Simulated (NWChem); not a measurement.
# Br2Ge

```xyz
3

Ge     0.0000     0.0000    -1.0199
Br    -1.8473     0.0000     0.4663
Br     1.8473     0.0000     0.4663
```
Charge 0, spin multiplicity 1.

Everything below was run with NWChem. All single points use one geometry, from B3LYP/def2-SVP, a minimum by its harmonic frequencies.

Symmetry labels belong to the abelian group C2v used in the runs, with the axes of the coordinates shown.

The Hamiltonian is non-relativistic. The correlated methods keep 27 core orbitals frozen. The structure started from a generated list of species.

Task: List the 4 singlet excitations that EOM-CCSD/def2-SVP, 27 core orbitals frozen gives, with oscillator strengths.

Result: 
```csv
state,symmetry,energy (eV),wavelength (nm),f
1,b2,3.47,357,0.016
2,a2,4.11,302,0.000
3,b1,4.67,266,0.063
4,a1,5.38,231,0.011
```
These are the lowest roots of each symmetry, so higher states are missing between them.
